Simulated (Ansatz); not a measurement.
Problem. Name a neutral molecule of N, S, Si and H with HOMO–LUMO gap (B3LYP/def2-TZVPP) between 7.10 and 7.40 eV and HOMO–LUMO gap (PBE/def2-TZVPP) between 5.25 and 5.55 eV (Ansatz, PBE0-D4/def2-TZVP geometry).

Solution. `N[SiH](N)S` (7.14 eV, 5.53 eV). Other molecules can fit too; these were computed, each in one conformer that needn't be the lowest.

B3LYP here is the variant with VWN-RPA as its local correlation; programs differ in this.
